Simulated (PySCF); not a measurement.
Input of a run (PBE0-D3(BJ)/def2-SVP geometry optimisation, gas phase (PySCF 2.14.0)), started from GFN2-xTB:
```
{"job": {"xc": "PBE0", "basis": "def2-SVP", "d3": "d3bj", "grid": 1, "maxiter": 30, "shake": 0.01, "kind": "geom"}, "charge": 0, "multiplicity": 1}
C     -1.453510     1.031570     0.128010
C     -0.890980    -0.126990     0.151680
C      0.451850    -0.360110     0.748880
C      1.464750    -0.686290    -0.329770
Se     2.885990     0.200940    -0.712050
H     -1.020430     1.936130     0.555150
H     -2.431440     1.195530    -0.327790
H     -1.336680    -0.984870    -0.297750
H      0.409780    -1.203310     1.464960
H      0.802360     0.520190     1.317860
H      1.156410    -1.548610    -0.929920
```

Output (energies in Eh, forces in Eh/bohr):
```
step   0  E = -2556.65072283  max force = 0.053847
step   1  E = -2556.65579857  max force = 0.007210
step   2  E = -2556.65592130  max force = 0.001293
step   3  E = -2556.65592092  max force = 0.002771
step   4  E = -2556.65596436  max force = 0.000381
step   5  E = -2556.65596931  max force = 0.000239
optimisation converged
```

Q: Summarise the run.

A: The energy falls by 0.143 eV over 6 energy and gradient evaluations, the largest force component goes from 0.0538 to 2.4e-04 Eh/bohr, and the atoms move by 0.048 Å rms after alignment. The bond that changes most is C1=C2 (terminal =CH2 carbon to alkene CH carbon), which lengthens by 0.044 Å. Bonds longer at the end by more than 0.005 Å: 5 of 10; shorter: 2. Among the angles that change most is H6–C1–H7, from 113.3° to 117.1°. The energy never rose by more than 1e-6 Eh on the way. The first step brought 97 % of the lowering.

Q: What are the final bond lengths?

A: C1=C2 1.333 Å, C2–C3 1.505 Å, C3–C4 1.494 Å, C4=Se5 1.752 Å, C1–H6 1.095 Å, C1–H7 1.093 Å, C2–H8 1.097 Å, C3–H9 1.108 Å, C3–H10 1.099 Å, C4–H11 1.101 Å. Numbering counts from 1 in the input's order; the species is `C=CCC=[Se]`.

The run used 118 basis functions and 43 SCF cycles in all.

Not checked by PBE0-D3(BJ)/def2-SVP frequencies. The numbers are those of one conformer.

Conformer computed: `[CH2:1]=[CH:2][CH2:3][CH:4]=[Se:5]`: C1–C2–C3–C4 -114°, C2–C3–C4–Se5 122°.
